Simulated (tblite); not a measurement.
Give a GFN2-xTB geometry of `c1ccc(-c2nncs2)cc1`.

Z-matrix in Å and degrees, rows numbered from 1:
```
C 
C   1  1.3857
C   2  1.3814  1  120.14
C   3  1.3942  2  120.12  1     0.02
C   4  1.4439  3  121.35  2   179.97
N   5  1.2915  4  124.61  3  -179.96
N   6  1.3184  5  114.61  4  -179.99
C   7  1.2821  6  113.68  5    -0.00
S   8  1.7342  7  114.25  6    -0.01
C   4  1.3970  3  119.50  2    -0.06
C  10  1.3801  4  119.97  3     0.05
H   1  1.0796  2  120.00  3  -179.97
H   2  1.0798  1  120.08  3  -179.99
H   3  1.0808  2  120.23  1  -179.97
H   8  1.0709  7  123.90  6   179.98
H  10  1.0782  4  118.71  3  -179.96
H  11  1.0796  1  119.96  2   179.95
```

S9 (thiophene-type sulfur) is bent (angle 85.3°). The 5-membered ring C5–N6–N7–C8–S9 has internal angles of 85.3° to 114.6° (sum 540°, against 540° for a flat polygon); it is planar, 0.00 Å rms from its mean plane, widest ring torsion 0°. The 7 C–C bonds span 1.380 Å (C10–C11, aromatic) to 1.444 Å (C4–C5, drawn single), a spread of 0.064 Å. The 6-membered ring C1–C2–C3–C4–C10–C11 has internal angles of 119.5° to 120.3° (sum 720°, against 720° for a flat polygon); it is planar, 0.00 Å rms from its mean plane, widest ring torsion 0°.

The geometry is computed with GFN2-xTB (gas phase).

Point group: Cs (every atom within 0.08 Å of its image). Its GFN2-xTB frequencies are all real (lowest 39 cm⁻¹). One conformer, not necessarily the lowest (C3–C4–C5–N6 180°).
